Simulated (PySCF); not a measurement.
Compound: C₉H₉N.
Numbering: `[CH2:1]=[C:2]=[CH:3][CH2:4][c:5]1[cH:6][cH:7][n:8][cH:9][cH:10]1` (hydrogens: H11, H12 on C1; H13 on C3; H14, H15 on C4; H16 on C6; H17 on C7; H18 on C9; H19 on C10)

Computed geometry: GFN2-xTB, gas phase.

Task: Give the optimised bond lengths and angles.

Result: 
| bond | length (Å) |
| --- | --- |
| C1=C2 | 1.294 |
| C2=C3 | 1.296 |
| C3–C4 | 1.510 |
| C4–C5 | 1.502 |
| C5–C6, C5–C10 | 1.390 |
| C6–C7, C9–C10 | 1.385 |
| C7–N8, N8–C9 | 1.322 |
| C1–H11, C1–H12 | 1.079 |
| C3–H13 | 1.082 |
| C4–H14, C4–H15 | 1.092 |
| C6–H16, C10–H19 | 1.080 |
| C7–H17, C9–H18 | 1.082 |

Bonds in one row agree within 0.01 Å and their mean is given. A selection of angles:
| angle | degrees |
| --- | --- |
| C2–C1–H11 | 122.0 |
| H11–C1–H12 | 116.4 |
| C1–C2–C3 | 178.8 |
| C2–C3–C4 | 123.8 |
| C2–C3–H13 | 120.4 |
| C4–C3–H13 | 115.8 |
| C3–C4–C5 | 108.9 |
| C3–C4–H14 | 109.1 |
| C5–C4–H14 | 109.9 |
| H14–C4–H15 | 109.1 |
| C4–C5–C6 | 121.4 |
| C6–C5–C10 | 117.5 |
| C5–C6–C7 | 118.9 |
| C5–C6–H16 | 120.7 |
| C7–C6–H16 | 120.4 |
| C6–C7–N8 | 123.5 |
| C6–C7–H17 | 120.9 |
| N8–C7–H17 | 115.5 |
| C7–N8–C9 | 117.7 |
| C9–C10–H19 | 120.7 |
| C5–C10–H19 | 120.5 |

Dihedral angles: C2–C3–C4–C5 -114° (anticlinal); C3–C4–C5–C6 -91° (anticlinal). The mirror-image conformer, all signs reversed, is as good.

Of the pairs four or more bonds apart, H14···H16 is among the closest relative to their van der Waals radii: 2.48 Å, 103 % of the sum of Bondi's values. The 6-membered ring C5–C6–C7–N8–C9–C10 has internal angles of 117.5° to 123.5°; it is planar, 0.00 Å rms from its mean plane, widest ring torsion 0°. The 8 C–C bonds span 1.294 Å (C1=C2, drawn double) to 1.510 Å (C3–C4, drawn single), a spread of 0.216 Å.

Point group: C1 (no symmetry element, even within 0.4 Å). No GFN2-xTB frequencies stand behind this structure, so it isn't proved a minimum. One conformer, not necessarily the lowest.
